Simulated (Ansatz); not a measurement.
`[NH]=[Ta]([F])([F])[F]` + H₂O → `[NH]=[Ta]([OH])([F])[F]` + H–F at 700 K and 1 bar (formal hydrolysis of a Ta–F bond).

Gas-phase electronic energies from Ansatz, PBE0-D4/def2-TZVP geometries. CCSD(T)/CBS adds triple-zeta CCSD(T) − MP2 to the extrapolated MP2 energy (def2 sets, frozen cores). This one scheme is used for every species. def2 core potentials past Kr. For Ta outer-core shells are correlated without core-valence functions, which leaves a few kJ/mol of doubt a bond. Each species was taken in one conformer, which may not be the lowest.

```
                  species  CCSD(T)/CBS energy (Eh)  H − E (kJ/mol)  S (J/(mol·K))
 `[NH]=[Ta]([F])([F])[F]`               -411.80267           115.9          424.9
                      H₂O                -76.37941            80.5          218.4
`[NH]=[Ta]([OH])([F])[F]`               -387.77797           152.1          450.7
                      H–F               -100.39570            45.2          198.5
```

H − E and S are ideal-gas, rigid-rotor, harmonic terms from PBE0-D4/def2-TZVP, for one conformer and one mirror image of each species. 1 Eh = 2625.50 kJ/mol, R = 8.31446 J/(mol·K).

Question: By hand: ΔE, ΔH, ΔS and ΔG.

Answer: ΔE = (-387.77797) + (-100.39570) − (-411.80267) − (-76.37941) = 0.00841 Eh = 22.1 kJ/mol. Δ(H − E) = 152.1 + 45.2 − 115.9 − 80.5 = 0.9, so ΔH = 23.0 kJ/mol. ΔS = 450.7 + 198.5 − 424.9 − 218.4 = 5.9 J/(mol·K). ΔG = 23.0 − 700 × (5.9)/1000 = 18.9 kJ/mol.

Question: By hand: the equilibrium constant, and the temperature at which ΔG would vanish if ΔH and ΔS stayed fixed.

Answer: log₁₀ K = −ΔG/(RT ln 10) = -1.4. ΔG = 0 at ΔH/ΔS = 3898 K, far beyond where these terms or the molecules hold.

The number of gas molecules stays the same, so ΔS is small and ΔH decides. A doubt of 5 kJ/mol in ΔE shifts log₁₀ K by 0.4 here. Other conformers and mirror images would add mixing entropy, several J/(mol·K) or more a flexible species. These are equilibria of isolated gas molecules and say nothing of rates. Largest T1 diagnostic: 0.019 (customary marks: 0.02 for closed shells, 0.045 for open ones).
